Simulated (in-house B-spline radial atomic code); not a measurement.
Results of a calculation; reference values are marked as such.
**Extrapolating the RPA correlation energy in partial waves: the oxygen ion O⁵⁺**

All-electron RPA on PBE0 orbitals from an all-electron radial atomic-structure program (B-spline basis), non-relativistic, point nucleus, configuration [He] 2s1, highest spin. With empty states up to angular momentum L the sums are:

```tsv
L	E_c(L) (hartree)
2	-0.135403
3	-0.138538
4	-0.139716
5	-0.140250
6	-0.140525
7	-0.140679
8	-0.140771
```

For large l each further wave adds A/(l + 1/2)⁴, because the basis must build the cusp where two electrons meet.

(1) Estimate the limit from L = 7 and L = 8.

(2) How good is the estimate?

## Answers

(1) Wave 8 adds -0.000092, against a sum of (l + 1/2)⁻⁴ of 1.91569e-04, so A = -0.48025. The sum over l > 8 is ζ(4, 9.5) = 4.5445e-04, close to 1/(3 × 9³) = 4.5725e-04. The tail is -0.000218 and the limit -0.14099 hartree.

(2) A run to L = 11 sums to -0.14089 and extrapolates to -0.14096 hartree, 0.00 millihartree from the run before. The estimate differs from that by -0.02 millihartree, while the bare sum at L = 8 misses 0.2 millihartree (0.1 %).
